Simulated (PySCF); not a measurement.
Gas-phase reaction: 2 GeH2 + 3 SiH3 ⇌ 2 H3SiGeH3 + SiH

Method: PySCF energies (xtb for GFN2) plus ideal-gas RRHO corrections (1 bar). † marks an energy on the PBE0/def2-TZVP geometry and frequencies; other levels use their own. MP2 freezes the core. Open shells (unrestricted): SiH3 (multiplicity 2), SiH (multiplicity 2, electronic degeneracy 4); the rest are closed-shell singlets. GFN2 has no spin-polarisation term. Spin-orbit splitting is ignored; it lowers the true energy and changes the entropy of SiH. Ge: all electrons, no relativistic terms. GeH2: computed as isolated molecules; such fragments, hydroxides, amides, oligomers or adducts are transient or little studied in the gas. MP2 isn't extrapolated to the basis-set limit; its ΔH°(298 K) is -494.8 kJ in def2-SVP and -521.3 kJ in def2-TZVPP. The harmonic model lacks anharmonicity and excited electronic states, which grow with temperature; levels with a mode under 35 cm⁻¹ are left out. Internal rotation in H3SiGeH3 is treated as a harmonic vibration of one conformer, which makes the entropy rough.

| level | ΔE electronic, kJ | ΔH°(298 K), kJ | ΔS°(298 K), J/K | ΔG°(1800 K), kJ |
|---|---|---|---|---|
| BLYP/def2-TZVP† | -446 | -419 | -308 | 97 |
| GFN2-xTB | -305 | -280 | -292 | 211 |
| M06-2X/def2-TZVP† | -489 | -462 | -308 | 54 |
| MP2/def2-SVP† | -522 | -495 | -308 | 21 |
| PBE0/def2-TZVP | -519 | -491 | -308 | 24 |
| r2SCAN/def2-TZVP† | -513 | -486 | -308 | 30 |
ΔH° is lowest at MP2/def2-SVP† and highest at GFN2-xTB. No reference value is set beside these.
